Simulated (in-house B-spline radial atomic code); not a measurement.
Checks on a self-consistent run for the iodine ion I⁴⁺, [Ar] (3d3/2)3 (3d5/2)6 4s2 4p6 4d10 5s2 (5p1/2)1 (7d5/2)1. Computed with a B-spline radial code for spherical atoms: Dirac-Hartree-Fock, average of the jj configuration, Fermi nucleus of rms radius 4.75 fm.

```
orbital  q       ε (Eh)     <1/r>        <r²>  small-component weight
  1s1/2  2  -1229.95296   56.8349  0.00100439                0.038116
  2s1/2  2   -196.97930   13.2927    0.016077               0.0081842
  2p1/2  2   -184.47829   13.2383   0.0119274                0.008173
  2p3/2  4   -173.55726    12.212   0.0132189               0.0077578
  3s1/2  2    -43.84494   4.78863    0.110168               0.0024732
  3p1/2  2    -38.54034   4.68471    0.105218               0.0023998
  3p3/2  4    -36.55302    4.4425    0.112716               0.0022999
  3d3/2  3    -27.65566   4.26269   0.0965227               0.0021454
  3d5/2  6    -27.24604   4.22659   0.0961083               0.0021391
  4s1/2  2    -10.30310   1.92645    0.594345              0.00070483
  4p1/2  2     -8.37707   1.81903    0.650104               0.0006443
  4p3/2  4     -7.93458   1.74274    0.692859              0.00061315
  4d3/2  4     -4.74430   1.54088    0.870248              0.00050601
  4d5/2  6     -4.68864   1.50283    0.882419              0.00047838
  5s1/2  2     -2.68324  0.759432     3.29263              0.00015408
  5p1/2  1     -2.25028  0.687275     3.96152               0.0001308
  7d5/2  1     -0.44493  0.171836      70.409              1.7838e-05
```

Electron-electron repulsion V_ee = 2488.6879 hartree.

Q: What total energy follows from the eigenvalues?

A: The eigenvalues count the repulsion twice, so E = Σqε - V_ee = -4598.745 - 2488.688 = -7087.433 hartree; the run printed -7087.433.

Q: Does the Dirac virial theorem hold?

A: For a point nucleus E = -2c²Σq·w, with w the small-component weight. Here Σq·w = 0.1887 and c = 137.0360, so the ratio E/(-2c²Σq·w) is 1.000061; the finite nucleus accounts for the departure from 1.

Q: What diamagnetic shielding (Lamb formula) and susceptibility (Langevin formula) do the radii give?

A: σ = (α²/3)Σq<1/r> = 322.464/(3·137.036²) = 5723.9 ppm, and χ = -0.79199×10⁻⁶·Σq<r²> = -76.7×10⁻⁶ cm³/mol with Σq<r²> = 96.85 bohr². Both are non-relativistic formulas without the paramagnetism of open shells; for so heavy an element the full relativistic shielding is larger by tens of per cent.
